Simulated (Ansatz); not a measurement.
Ansatz (a quantum-chemistry and plane-wave program) input file for I₆Y₂, SMILES [I]1[Y]2([Y]1([I])([I])[I]2)([I])[I] (connectivity only; charge and spin as stated), neutral, multiplicity 1, PBE/def2-SVPD. The structure is a stationary point at B3LYP-D3(BJ)/def2-SVP. The multiplicity is an assumed one; other spin states were not compared. The def2 effective core potentials stand for the cores of I, Y; spin–orbit coupling is left out.

Ansatz 0.2 input:
```yaml
crystal:
  periodic: [false, false, false]
  atoms:
    - {symbol: Y, position_ang: [0.00000000, 0.00000000, 2.09795813]}
    - {symbol: Y, position_ang: [-0.00000000, -0.00000000, -2.09795813]}
    - {symbol: I, position_ang: [-2.15716410, 0.00000001, 0.00000001]}
    - {symbol: I, position_ang: [2.15716410, -0.00000001, -0.00000001]}
    - {symbol: I, position_ang: [0.00000000, 2.38695985, 3.56387085]}
    - {symbol: I, position_ang: [-0.00000000, -2.38695986, 3.56387084]}
    - {symbol: I, position_ang: [0.00000000, 2.38695986, -3.56387084]}
    - {symbol: I, position_ang: [-0.00000000, -2.38695985, -3.56387085]}
basis:
  gaussian:
    orbitals: def2-SVPD
hamiltonian:
  xc: {name: PBE}
```

It prints:

```
WARN ansatz: RAYON_NUM_THREADS=2 ignored (pool sized by the plan → 2); use --threads N
Functional definition: PBE
integrals: 0.57 GiB planned
2876 factors; their error is unknown
mean field: 2.43 GiB planned
mean field evaluation 1: about -50702.0660 eV, gradient 1.8e1 eV
mean field evaluation 2: about -50701.7427 eV, gradient 2.2e1 eV
mean field evaluation 4: about -50703.3331 eV, gradient 3.4e0 eV
mean field evaluation 8: about -50703.3379 eV, gradient 2.5e-2 eV
mean field evaluation 16: about -50703.3379 eV, gradient 3.1e-5 eV
mean field -50703.33788452 eV, -1863.3132992993 hartree, gradient 3.1e-5 eV, S^2 0.000000; 0 other end points of the search recorded, 0 dependent functions left out
reference -50703.33798422 eV, -1863.3133029631 hartree; 86, 86 occupied and 192, 192 virtual orbitals, 2876 factors
Total energy: -50703.33798422 eV, -1863.3133029631 hartree
```

The calculation finished and met its thresholds.
